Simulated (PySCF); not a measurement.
C2F5, SMILES F[C](F)C(F)(F)F, multiplicity 2.

Coordinates come from a PBE0-D3(BJ)/def2-SVP optimisation.

These are PBE0/def2-TZVP run with PySCF values and carry that method's errors.

The molecule is in vacuum.

Computed frontier levels, dipole moment and polarisability:
- α spin, highest occupied and lowest empty level: -7.79 and 2.02 eV
- β spin, highest occupied and lowest empty level: -11.69 and -2.57 eV
- dipole moment: 0.46 D
- quadrupole, principal values (traceless, Buckingham form, about the centre of nuclear charge): -0.73, -0.33, 1.06 D·Å
- mean static polarisability: 27.0 bohr³ (4.01 Å³)
- polarisability, principal values: 24.6, 28.0, 28.5 bohr³
- ⟨S²⟩: 0.753 (pure state 0.75)
